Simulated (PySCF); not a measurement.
**Continuum solvent and chemical shifts**

Mapped SMILES: `[CH2:1]=[C:2]([Cl:3])[O:4][C@H:5]([F:6])[CH2:7][F:8]`; H(Xn) means a hydrogen on atom n. Ha(C1) is cis to Cl3; Ha(C7) is pro-R; Hb(C7) is pro-S; Hb(C1) is trans to Cl3.

GIAO PBE0/pcSseg-1 in PySCF 2.14.0 with density-fitted response routines on one PBE0-D3(BJ)/def2-SVP conformer, non-relativistic, equivalent nuclei averaged. Solvents enter as an IEF-PCM continuum (dichloromethane with ε = 8.9, acetonitrile with ε = 35.7) around the gas-phase geometry. Shifts are referred to TMS, CFCl3 computed in the same medium.

In dichloromethane, δ in ppm: C2 157.5, C1 107.7, C5 105.7, C7 82.9, F6 -163.8, F8 -260.7, H(C5) 5.96, Hb(C1) 5.51, Ha(C1) 5.21, Ha(C7) 4.65, Hb(C7) 4.55. Dipole moment 1.37 D.

(1) How does each δ change in the more polar medium?

(2) Which nuclei move most (in ppm), and what does the model miss?

Answers

(1) 
| atoms | environment | Δδ, acetonitrile |
| --- | --- | --- |
| C2 | alkene carbon bearing oxygen | 0.0 |
| C1 | β carbon of an enol-ether or enamine type C=C | +0.4 |
| C5 | sp3 CH bonded to F and O | +0.2 |
| C7 | sp3 CH2 bonded to F | +0.2 |
| F6 | fluorine on an sp3 carbon | -0.2 |
| F8 | fluorine on an sp3 carbon | -0.5 |
| H(C5) | hydrogen on an sp3 CH bonded to F and O | +0.03 |
| Hb(C1) | hydrogen on a β carbon of an enol-ether or enamine type C=C | +0.04 |
| Ha(C1) | hydrogen on a β carbon of an enol-ether or enamine type C=C | +0.04 |
| Ha(C7) | hydrogen on an sp3 CH2 bonded to F | +0.05 |
| Hb(C7) | hydrogen on an sp3 CH2 bonded to F | +0.02 |

Changes are relative to dichloromethane. The dipole moment becomes 1.40 D in acetonitrile.

(2) C1 (β carbon of an enol-ether or enamine type C=C, +0.4 ppm) and F8 (fluorine on an sp3 carbon, -0.5 ppm) in acetonitrile. A continuum only polarises the solute; specific hydrogen bonds, the anisotropy of aromatic solvents and changes of geometry or conformer are outside it.
